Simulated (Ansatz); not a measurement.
Relaxation of CH₄BFTe (8 atoms, charge 0, multiplicity 1), to a largest force component of 0.015 eV/Å in at most 40 steps.

The calculation used Ansatz 0.2.0, RKS PBE/def2-SVP.

```xyz
8
Properties=species:S:1:pos:R:3
C -0.587 1.053 -0.488
Te -0.326 0.353 1.485
B -1.353 2.160 2.206
F -2.894 2.133 2.354
H -1.232 0.359 -1.099
H -1.182 2.078 -0.452
H 0.370 1.256 -0.994
H -0.811 3.118 2.463
```

Task: Where does it end, and by what steps?

Result: It converged. After 13 steps the energy has fallen by 1.538 eV; F4 moved furthest, 1.42 Å.

| step | energy less start (eV) | largest force component (eV/Å) | accepted |
| --- | --- | --- | --- |
| 0 | 0.0000 | 5.460 | yes |
| 1 | -0.6686 | 3.553 | yes |
| 2 | -0.8294 | 1.796 | yes |
| 3 | -1.0030 | 0.311 | yes |
| 4 | -1.0802 | 0.359 | yes |
| 5 | -1.1707 | 0.781 | yes |
| 6 | -1.2843 | 0.785 | yes |
| 7 | -1.4126 | 0.759 | yes |
| 8 | -1.5005 | 0.467 | yes |
| 9 | -1.5008 | 0.962 | yes |
| 10 | -1.5329 | 0.256 | yes |
| 11 | -1.5375 | 0.052 | yes |
| 12 | -1.5375 | 0.056 | yes |
| 13 | -1.5384 | 0.007 | yes |

```xyz
8
Properties=species:S:1:pos:R:3
C -0.493 1.141 -0.578
Te -0.972 0.229 1.346
B -1.630 2.072 2.248
F -2.065 2.085 3.508
H -1.130 0.685 -1.357
H -0.693 2.225 -0.502
H 0.575 0.962 -0.798
H -1.607 3.111 1.610
```

Whether the end is a true minimum wasn't checked by a vibrational analysis.

Run time: 21 s on 1 thread of Intel(R) Xeon(R) 6975P-C (Granite Rapids), on a shared host, peak memory 0.17 GiB.
